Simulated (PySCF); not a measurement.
## Pd2: energy against distance

Set-up: basis Pd def2-TZVPP with ECP28; scalar-relativistic core potentials; PySCF 2.14. Energies in eV from Pd (4d10) + Pd (4d10) in their ground configurations at the same level. State: triplet, unpaired electrons σ ↑↑.

```
R (Å)    PBE0  r²SCANh
2.132  -0.224   -0.810
2.231  -0.722   -1.277
2.330  -0.982   -1.509
2.405  -1.069   -1.577
2.479  -1.091   -1.582
2.553  -1.067   -1.542
2.652  -0.984   -1.441
2.776  -0.832   -1.269
2.925  -0.613   -1.033
3.123  -0.308   -0.711
```

Q: Put a parabola through the three lowest points of the PBE0 curve and estimate Re, k and ωe (reduced mass 52.95 u; 1 eV/Å² = 0.16022 mdyn/Å; ωe = 1302.8·√(k/μ) cm⁻¹).

A: Through R = 2.405, 2.479, 2.553 Å the second-order coefficient is 4.20 eV/Å², so Re ≈ 2.477 Å, k ≈ 1.35 mdyn/Å and ωe ≈ 208 cm⁻¹. A polynomial fit of higher order to the unrounded PBE0 energies gives Re = 2.473 Å, k = 1.38 mdyn/Å, ωe = 210 cm⁻¹; anharmonicity and rounding make the difference.

The higher-order fit for each curve: PBE0: Re = 2.473 Å, ωe = 210 cm⁻¹, De = 1.09 eV; r²SCANh: Re = 2.448 Å, ωe = 219 cm⁻¹, De = 1.59 eV.

The metal atom is held in its measured ground configuration; semilocal functionals can put another filling of s and d lower by some tenths of an eV, and De to that atom would be smaller. Spin–orbit coupling is left out. With d or f electrons several states lie close, and the lowest PBE0 determinant need not be the measured ground state.
